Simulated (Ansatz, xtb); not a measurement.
# Relative energy of two structures of BFH3NSi+

Structure I: the doublet with the links of `[H]/[Si]=[NH+]\BF`. Structure II: a doublet given by its coordinates. Both are isolated ions in the gas phase, relaxed with r2SCAN-D4/def2-SVP; the shapes shown needn't be the lowest conformers.

I (Å):

```xyz
7

B    -1.1893    1.5462    1.1588
F    -1.2919    0.8494    0.0566
N    -0.0748    2.5286    1.2089
Si    1.0426    2.8141   -0.0071
H    -1.9243    1.4335    2.0948
H    -0.0127    3.0639    2.0816
H     0.9043    2.0040   -1.2591
```

II (Å):

```yaml
atoms:
  - { symbol: B, position_ang: [-0.0541, 0.3291, -0.1665] }
  - { symbol: F, position_ang: [-1.4393, 0.8349, -0.3586] }
  - { symbol: N, position_ang: [0.6418, 1.1670, -1.0304] }
  - { symbol: Si, position_ang: [-0.7409, 2.0750, -1.5969] }
  - { symbol: H, position_ang: [0.1246, -0.5604, 0.5974] }
  - { symbol: H, position_ang: [1.6357, 1.1548, -1.2545] }
  - { symbol: H, position_ang: [-1.0201, 3.3902, -0.9428] }
```

Close contacts (Å): B1–F2 1.49, B1–N3 1.39, F2–Si4 1.89, N3–Si4 1.75, B1–H5 1.19, N3–H6 1.02, Si4–H7 1.50.

Energies in hartree; the thermal terms are from r2SCAN-D4/def2-SVP harmonic frequencies (ideal gas, rigid rotor, one conformer each, 298.15 K, 1 atm) and include the zero-point energy:

```
                              I           II
E, CCSD(T)/def2-SVP  −469.352020  −469.347956
    E, MP2/def2-SVP  −469.308153  −469.305084
  E, MP2/def2-TZVPP  −469.763280  −469.763481
  zero-point energy     0.039989     0.040129
       H(298 K) − E     0.046021     0.045623
       G(298 K) − E     0.011229     0.012500
```

Problem. Correct the CCSD(T) difference for the basis set by the MP2 change, then work out ΔE, ΔE₀, ΔH and ΔG for I → II in kcal/mol (1 Eh = 627.51 kcal/mol) and the equilibrium ratio [II]/[I].

Solution. 1. Differences II − I: CCSD(T) +0.004064, MP2 in the small set +0.003069, MP2 in the large set −0.000201 Eh.
2. ΔE = +0.004064 + (−0.000201 − (+0.003069)) = +0.000794 Eh = +0.50 kcal/mol.
3. ΔE₀ = ΔE + ΔZPE = +0.000794 + (+0.000140) Eh = +0.59 kcal/mol.
4. ΔH = ΔE + (−0.000398) Eh = +0.25 kcal/mol.
5. ΔG = ΔE + (+0.001271) Eh = +1.30 kcal/mol, so ΔS = (ΔH − ΔG)/T = −14.7 J/(mol K).
6. kT = 0.9442 mEh, so K = [II]/[I] = exp(−ΔG/kT) = exp(−2.19) ≈ 0.11.

Structure I is favoured at this temperature. An error of 1 kcal/mol in ΔG would change K by a factor of 5.4. Mirror images and further conformers aren't counted.

Other levels gave ΔE = +0.1 (r2SCAN-D4/def2-SVP); +4.8 (HF/def2-SVP); +1.9 (MP2/def2-SVP); +2.6 (CCSD(T)/def2-SVP) kcal/mol. Open shells are spin-unrestricted. The correlated steps freeze 8 core orbitals. Programs: Ansatz 0.2.0.
